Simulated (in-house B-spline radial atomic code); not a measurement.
Settings and results of a run for N³⁺. Method: non-relativistic M06-2X, spin-polarised, spherical fractional occupations, point nucleus. Calculated with a B-spline radial code for spherical atoms.

Command:
```bash
python run_scf.py task.json out
```
Settings:
```
Z                7
configuration    [He] 2s2
hamiltonian      nr
method           m062x
spin_polarised   True
```

Output (hartree, bohr):
```
 radial grid: 38 intervals, B-splines of order 8, outer radius 10.8108 bohr

 iter        energy (Eh)    residual
    1         -51.214417    2.04e-02
    2         -51.216227    1.26e-03
    3         -51.216230    5.60e-04
    4         -51.216230    2.51e-04
    5         -51.216230    3.18e-05
    6         -51.216230    3.25e-06
    7         -51.216230    4.07e-06
    8         -51.216230    1.95e-06
    9         -51.216230    6.58e-07
   10         -51.216230    1.78e-06
   11         -51.216230    1.99e-06
   12         -51.216230    1.28e-06
   13         -51.216230    1.13e-06
   14         -51.216230    7.74e-07
   15         -51.216230    7.61e-07
   16         -51.216230    6.23e-07
   17         -51.216230    4.92e-07
   18         -51.216230    1.54e-06
   19         -51.216230    1.83e-06
   20         -51.216230    1.00e-06
   21         -51.216230    4.41e-08

 total energy                       -51.21623
 kinetic                              51.1294
 electron-nucleus                   -111.5399
 Hartree                              14.4616
 exact exchange                       -2.7699
 exchange-correlation                 -2.4974

 orbital      occ     eigenvalue          <r>       <r^2>       <1/r>     <1/r^3>       r_max
 1s up      1.000       -17.3247     0.228583    0.070414     6.65601           -      0.1477
 1s down    1.000       -17.3247     0.228583    0.070414     6.65601           -      0.1477
 2s up      1.000        -2.6550      1.10368      1.4318     1.31113           -      0.9122
 2s down    1.000        -2.6550      1.10368      1.4318     1.31113           -      0.9122
```

Time taken, with all properties: 0.17 s on 1 thread of Arm Neoverse V1, on a shared host.
